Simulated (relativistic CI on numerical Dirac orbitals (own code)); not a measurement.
Re³⁺ (5d4) in a crystal field

Calculated by Dirac-Coulomb-Breit CI, separate exchange-only KLI orbitals for each configuration, model QED, valence Slater integrals scaled by 0.9, one configuration in a parametric crystal field (own radial code). With so little scaling, terms lie 10 to 35 % too far apart, which can change the order of excited levels.

Field parameters in Wybourne normalisation: D3d B²₀ = −7Dσ, B⁴₀ = −14Dq − 21Dτ, B⁴₃ = −14√(10/7) Dq. The field is a parameter set, without covalency.

S and J are read from ⟨S²⟩ = S(S + 1) and ⟨J²⟩ = J(J + 1) of each level; they are not fictitious spins.

D3d, 10Dq = 34650, Dσ = -1200, Dτ = 20 cm⁻¹, the lowest 10 levels:

| E (cm⁻¹) | Degeneracy | Irrep | S | J |
| --- | --- | --- | --- | --- |
| 0.0 | 1 | A1 | 1.01 | 4.01 |
| 1972 | 1 | A2 | 1.04 | 4.07 |
| 2942 | 2 | E | 1.03 | 3.97 |
| 4947 | 2 | E | 0.99 | 3.82 |
| 6323 | 1 | A1 | 0.91 | 3.96 |
| 6594 | 2 | E | 0.99 | 3.83 |
| 12531 | 1 | A1 | 0.33 | 4.31 |
| 13959 | 2 | E | 0.23 | 4.44 |
| 16037 | 2 | E | 0.16 | 4.58 |
| 21712 | 1 | A2 | 1.98 | 2.96 |

D3d, 10Dq = 34650, Dσ = 1200, Dτ = 20 cm⁻¹, the lowest 16 levels:

```tsv
E (cm⁻¹)	Degeneracy	Irrep	S	J
0.0	1	A1	1.01	4.00
1936	2	E	1.03	4.00
4391	1	A2	1.05	3.99
5472	1	A1	0.99	3.86
6051	2	E	0.99	3.87
6223	2	E	0.94	3.83
13077	2	E	0.31	4.36
15442	1	A1	0.17	4.51
15690	2	E	0.17	4.56
21784	1	A2	1.97	2.92
21811	1	A1	1.96	2.87
22028	2	E	1.96	2.94
22136	2	E	1.96	2.96
22193	1	A2	1.95	2.93
22270	2	E	1.95	2.92
22345	1	A1	1.95	2.89
```

D3d, 10Dq = 34650, Dσ = 980, Dτ = 20 cm⁻¹, the lowest 16 levels:

| E (cm⁻¹) | Degeneracy | Irrep | S | J |
| --- | --- | --- | --- | --- |
| 0.0 | 1 | A1 | 1.02 | 4.00 |
| 2086 | 2 | E | 1.03 | 4.01 |
| 4049 | 1 | A2 | 1.05 | 4.00 |
| 5312 | 1 | A1 | 0.98 | 3.87 |
| 5792 | 2 | E | 0.99 | 3.85 |
| 6012 | 2 | E | 0.94 | 3.84 |
| 13160 | 2 | E | 0.29 | 4.38 |
| 15179 | 1 | A1 | 0.18 | 4.50 |
| 15427 | 2 | E | 0.17 | 4.55 |
| 21652 | 1 | A2 | 1.98 | 2.94 |
| 21688 | 1 | A1 | 1.96 | 2.89 |
| 21864 | 2 | E | 1.97 | 2.95 |
| 21964 | 2 | E | 1.96 | 2.94 |
| 22020 | 1 | A2 | 1.95 | 2.92 |
| 22091 | 2 | E | 1.95 | 2.91 |
| 22162 | 1 | A1 | 1.95 | 2.88 |

Levels of this model without a field, named by their leading LS term: ⁵D0 0, ⁵D1 2135, ⁵D2 4513, ⁵D3 6758, ⁵D4 8762, ³P0 15720, ³H4 16943, ³H5 20496 cm⁻¹.
